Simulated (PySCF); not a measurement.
C7H10FP.
SMILES with atom numbers: `[F:1][C:2]1=[CH:3][CH2:4][CH2:5][P:6]1[CH:7]1[CH2:8][CH2:9]1`

NICS = −σ at a ghost point: NICS(0) at the centroid of the ring atoms, NICS(1) 1 Å to either side along the normal of their mean plane, zz for the tensor component along that normal. Level: GIAO PBE0/pcSseg-1 (PySCF, non-relativistic, gas phase) on the PBE0-D3(BJ)/def2-SVP geometry, one conformer.

Rings: 1. C2–C3–C4–C5–P6; 2. C7–C8–C9.

```csv
set,NICS(0),"NICS(1), two faces","NICS(1)zz, two faces"
P,-43.9,-8.8 / -8.7,-21.9 / -24.0
Q,-4.5,-3.9 / -2.0,-3.4 / 0.1
```

Which set (ppm) belongs to which ring?

P = 2, Q = 1.
- 1 (5-membered ring with P; formal bonds 1 double, 4 single): mean NICS(1)zz -1.6 ppm, near zero. C4, C5 have four or more neighbours; no verdict on aromaticity is drawn.
- 2 (3-membered carbocycle; formal bonds all single): mean NICS(1)zz -22.9 ppm, shielded. C7, C8, C9 have four or more neighbours; no verdict on aromaticity is drawn. A hydrogen on C7, outside the ring, lies only 1.44 Å from a NICS(1) probe, which then mostly feels that atom.

How do the rings differ in shape?

| ring | bond lengths (Å) | rms pucker (Å) | HOMA | nearest outside atom to a NICS(1) probe (Å) |
| --- | --- | --- | --- | --- |
| 1 | 1.336, 1.499, 1.539, 1.867, 1.842 | 0.10 | – | hydrogen 1.67 |
| 2 | 1.506, 1.492, 1.507 | 0.00 | – | hydrogen 1.44 |

On one thread, Arm Neoverse V2 (aarch64), no GPU, on a shared host, this took 29 s of wall time and 1.0 GiB of memory at its peak. This is the whole shielding run at PBE0/pcSseg-1, SCF included.
